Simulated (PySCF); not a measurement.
PySCF 2.14 output of an unrestricted PBE0 calculation on a single atom or ion in def2-TZVPPD (6s6p4d2f1g, 67 functions), with the non-relativistic Hamiltonian (point nucleus):

```
SCF conv_tol = 1e-09
number electrons alpha = 15  beta = 11
    C. Adamo and V. Barone.,  J. Chem. Phys. 110, 6158 (1999)
    M. Ernzerhof and G. E. Scuseria.,  J. Chem. Phys. 110, 5029 (1999)
cycle= 1 E= -1382.00847023593  delta_E= -0.00916  |g|= 0.069  |ddm|= 0.121
cycle= 2 E= -1382.00810323146  delta_E= 0.000367  |g|= 0.0933  |ddm|= 0.0627
cycle= 3 E= -1382.0095984609  delta_E= -0.0015  |g|= 0.00552  |ddm|= 0.0278
cycle= 4 E= -1382.00970049291  delta_E= -0.000102  |g|= 0.0041  |ddm|= 0.0152
cycle= 5 E= -1382.00978012945  delta_E= -7.96e-05  |g|= 0.00229  |ddm|= 0.0172
cycle= 6 E= -1382.0098139626  delta_E= -3.38e-05  |g|= 0.000425  |ddm|= 0.0176
cycle= 7 E= -1382.00981483088  delta_E= -8.68e-07  |g|= 7.73e-05  |ddm|= 0.00339
cycle= 8 E= -1382.00981484099  delta_E= -1.01e-08  |g|= 2.55e-05  |ddm|= 0.000304
cycle= 9 E= -1382.00981484264  delta_E= -1.65e-09  |g|= 3.82e-06  |ddm|= 0.000144
cycle= 10 E= -1382.00981484269  delta_E= -5.09e-11  |g|= 1.25e-06  |ddm|= 3.06e-05
converged SCF energy = -1382.00981484269  <S^2> = 6.0016224  2S+1 = 5.0006489
```

The run itself started from symmetry-adapted Hartree-Fock orbitals and held the occupation by maximum overlap, on a logarithmic radial grid, so the iterations belong to that start.

Question: Which element, charge and spin multiplicity is this?

Answer: Co⁺ (cobalt, charge +1), multiplicity 5; the state was [Ar] 3d7 4p1, one real determinant (an excited configuration).

⟨L²⟩ = 13.92 against 20 for a pure G term, so this real determinant mixes terms.
